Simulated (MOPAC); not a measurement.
Job for MOPAC: PM6 on C3H6 (a complex).

```
PM6 1SCF PRECISE CHARGE=0 THREADS=1
C3H6

C      0.00926077 1     0.21161244 1    -0.50701010 1
H      0.16021854 1     0.30764219 1    -1.58107775 1
H      0.96679550 1     0.02278419 1    -0.02334585 1
H     -0.42017760 1     1.13605061 1    -0.12175166 1
H     -0.66928064 1    -0.61880942 1    -0.31363252 1
C      0.12251632 1    -0.34976199 1     4.41399030 1
C     -0.14871892 1    -0.18096305 1     3.26044189 1
H      0.36636887 1    -0.50001892 1     5.43730785 1
H     -0.38835843 1    -0.03134955 1     2.23588214 1
```

Program output:

```
*******************************************************************************
 **                                                                           **
 **                              MOPAC v23.2.5                                **
 **                                                                           **
 *******************************************************************************
 ** MOPAC's Digital Object Identifier: https://doi.org/10.5281/zenodo.6511958 **
 **                                                                           **
 ** Please cite the open-source release paper for use of this MOPAC version:  **
 ** J. E. Moussa and J. J. P. Stewart (2026)                                  **
 ** MOPAC: An open-source semiempirical molecular orbital program             **
 ** J. Open Source Softw., 11(119), 8025, https://doi.org/10.21105/joss.08025 **
 *******************************************************************************

                              PM6 CALCULATION RESULTS

 *******************************************************************************
 *  PM6        - The PM6 Hamiltonian to be used
 *
 *
 *
 *                 CHARGE ON SYSTEM = 0
 *
 *
 *
 *  PRECISE    - TIGHTER CRITERIA TO BE USED
 *  1SCF       - DO 1 SCF AND THEN STOP
 *  THREADS=1  - MULTI-THREADING NOT USED
 *  T=         - A TIME OF 172800.0 SECONDS REQUESTED
 *  DUMP=N     - RESTART FILE WRITTEN EVERY 7200.0 SECONDS REQUESTED
 *******************************************************************************
PM6 1SCF PRECISE CHARGE=0 THREADS=1
 C3H6

   ATOM   CHEMICAL          X               Y               Z
  NUMBER   SYMBOL      (ANGSTROMS)     (ANGSTROMS)     (ANGSTROMS)

     1       C          0.00926077  *   0.21161244  *  -0.50701010  *
     2       H          0.16021854  *   0.30764219  *  -1.58107775  *
     3       H          0.96679550  *   0.02278419  *  -0.02334585  *
     4       H         -0.42017760  *   1.13605061  *  -0.12175166  *
     5       H         -0.66928064  *  -0.61880942  *  -0.31363252  *
     6       C          0.12251632  *  -0.34976199  *   4.41399030  *
     7       C         -0.14871892  *  -0.18096305  *   3.26044189  *
     8       H          0.36636887  *  -0.50001892  *   5.43730785  *
     9       H         -0.38835843  *  -0.03134955  *   2.23588214  *



          CARTESIAN COORDINATES

    NO.       ATOM           X           Y           Z

     1         C          0.0093      0.2116     -0.5070
     2         H          0.1602      0.3076     -1.5811
     3         H          0.9668      0.0228     -0.0233
     4         H         -0.4202      1.1361     -0.1218
     5         H         -0.6693     -0.6188     -0.3136
     6         C          0.1225     -0.3498      4.4140
     7         C         -0.1487     -0.1810      3.2604
     8         H          0.3664     -0.5000      5.4373
     9         H         -0.3884     -0.0313      2.2359

 General Reference for PM6:
 "Optimization of Parameters for Semiempirical Methods V: Modification of NDDO Approximations
 and Application to 70 Elements", J. J. P. Stewart, J. Mol. Mod., 13, 1173-1213 (2007)
 URL: https://link.springer.com/article/10.1007/s00894-007-0233-4

           Empirical Formula: C3 H6  =     9 atoms



      MOLECULAR POINT GROUP   :   Cs


      RHF CALCULATION, NO. OF DOUBLY OCCUPIED LEVELS = 9


 -------------------------------------------------------------------------------
 PM6 1SCF PRECISE CHARGE=0 THREADS=1
 C3H6



     1SCF WAS SPECIFIED, SO BFGS WAS NOT USED
     SCF FIELD WAS ACHIEVED


                              PM6 CALCULATION
                                                       MOPAC v23.2.5 Linux




          FINAL HEAT OF FORMATION =         44.75158 KCAL/MOL =     187.24061 KJ/MOL


          COSMO AREA              =        113.81 SQUARE ANGSTROMS
          COSMO VOLUME            =         90.96 CUBIC ANGSTROMS

          IONIZATION POTENTIAL    =         11.555466 EV
          HOMO LUMO ENERGIES (EV) =        -11.555  1.735
          NO. OF FILLED LEVELS    =          9
          MOLECULAR WEIGHT        =         42.0804         POINT GROUP:  Cs

          MOLECULAR DIMENSIONS (Angstroms)

            Atom       Atom       Distance
            H     8    H     2     7.06771
            H     5    H     4     1.78281
            H     5    H     3     1.51934


          SCF CALCULATIONS        =          1





   ATOM   CHEMICAL          X               Y               Z
  NUMBER   SYMBOL      (ANGSTROMS)     (ANGSTROMS)     (ANGSTROMS)

     1       C          0.00926077  *   0.21161244  *  -0.50701010  *
     2       H          0.16021854  *   0.30764219  *  -1.58107775  *
     3       H          0.96679550  *   0.02278419  *  -0.02334585  *
     4       H         -0.42017760  *   1.13605061  *  -0.12175166  *
     5       H         -0.66928064  *  -0.61880942  *  -0.31363252  *
     6       C          0.12251632  *  -0.34976199  *   4.41399030  *
     7       C         -0.14871892  *  -0.18096305  *   3.26044189  *
     8       H          0.36636887  *  -0.50001892  *   5.43730785  *
     9       H         -0.38835843  *  -0.03134955  *   2.23588214  *

                             CARTESIAN COORDINATES

   1    C        0.009260770     0.211612440    -0.507010100
   2    H        0.160218540     0.307642190    -1.581077750
   3    H        0.966795500     0.022784190    -0.023345850
   4    H       -0.420177600     1.136050610    -0.121751660
   5    H       -0.669280640    -0.618809420    -0.313632520
   6    C        0.122516320    -0.349761990     4.413990300
   7    C       -0.148718920    -0.180963050     3.260441890
   8    H        0.366368870    -0.500018920     5.437307850
   9    H       -0.388358430    -0.031349550     2.235882140


           Empirical Formula: C3 H6  =     9 atoms



      MOLECULAR POINT GROUP   :   Cs


                  EIGENVALUES
 -26.46879 -25.22112 -19.74431 -15.55164 -13.77769 -13.76493 -13.70642 -11.55556
 -11.55547   1.73506   1.73525   5.10841   5.87395   5.87452   5.89136   6.27823
   7.07156   7.11955


              NET ATOMIC CHARGES AND DIPOLE CONTRIBUTIONS

  ATOM NO.   TYPE          CHARGE      No. of ELECS.   s-Pop       p-Pop
    1          C          -0.659384        4.6594     1.07997     3.57941
    2          H           0.166781        0.8332     0.83322
    3          H           0.165613        0.8344     0.83439
    4          H           0.163883        0.8361     0.83612
    5          H           0.163901        0.8361     0.83610
    6          C          -0.200317        4.2003     1.15828     3.04204
    7          C          -0.199135        4.1991     1.16001     3.03913
    8          H           0.197546        0.8025     0.80245
    9          H           0.201111        0.7989     0.79889
 DIPOLE           X         Y         Z       TOTAL
 POINT-CHG.     0.007     0.006    -0.069     0.069
 HYBRID         0.002    -0.001     0.003     0.003
 SUM            0.009     0.006    -0.066     0.067


          ATOMIC ORBITAL ELECTRON POPULATIONS

     Atom    s        px        py        pz
    1  C   1.07997   1.19225   1.19018   1.19698
    2  H   0.83322
    3  H   0.83439
    4  H   0.83612
    5  H   0.83610
    6  C   1.15828   1.00311   1.00187   1.03706
    7  C   1.16001   1.00122   0.99976   1.03815
    8  H   0.80245
    9  H   0.79889

 **********************
 *                    *
 * JOB ENDED NORMALLY *
 *                    *
 **********************




 == MOPAC DONE ==
```

The run finished.

Cost: very roughly 0.020 core-seconds.
